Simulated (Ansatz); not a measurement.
Reactions of Cl₂H₄O₄W (`[OH][W]([OH])([OH])([OH])([Cl])[Cl]`).

Program: Ansatz. Geometries: PBE0-D4/def2-TZVP. ΔE: electronic, gas phase. CCSD(T)/CBS adds triple-zeta CCSD(T) − MP2 to the extrapolated MP2 energy (def2 sets, frozen cores). This one scheme is used for every species. DFT in def2-TZVPP. Elements past krypton have def2 core potentials. For Ga, K, W outer-core shells are correlated without core-valence functions, which leaves a few kJ/mol of doubt a bond. Scalar relativity is left out up to krypton. One conformer a species, not always the lowest.

```json
{"reaction": "`[OH][W]([OH])([OH])([OH])([Cl])[Cl]` + `O[SiH](F)O[SiH2]F` → `[OH][W]([OH])([OH])([F])([Cl])[Cl]` + `O[SiH](O)O[SiH2]F`", "PBE-D4 (eV)": "0.18"}
{"reaction": "`[OH][W]([OH])([OH])([OH])([Cl])[Cl]` + `C[Si](C)([SiH3])Cl` → `[OH][W]([OH])([OH])([Cl])([Cl])[Cl]` + `C[Si](C)(O)[SiH3]`", "PBE-D4 (eV)": "0.16"}
{"reaction": "`[OH][W]([OH])([OH])([OH])([Cl])[Cl]` + `[F][GaH][Cl]` → `[OH][W]([OH])([OH])([F])([Cl])[Cl]` + `[OH][GaH][Cl]`", "PBE-D4 (eV)": "-0.03"}
{"reaction": "`[OH][W]([OH])([OH])([OH])([Cl])[Cl]` + `C[O][K]` → `C[O][W]([OH])([OH])([OH])([OH])[Cl]` + `[Cl][K]`", "PBE-D4 (eV)": "-1.46"}
{"reaction": "`[OH][W]([OH])([OH])([OH])([Cl])[Cl]` + `N[SiH](F)Cl` → `[OH][W]([OH])([OH])([Cl])([Cl])[Cl]` + `N[SiH](O)F`", "PBE-D4 (eV)": "-0.07"}
```

Task: Give the CCSD(T)/CBS values in the same order. (An estimate is asked.)

Result: Ansatz gave: 0.32, 0.19, 0.06, -1.64, -0.09 eV.

Largest T1 diagnostic: 0.022, for `[OH][W]([OH])([OH])([Cl])([Cl])[Cl]`.
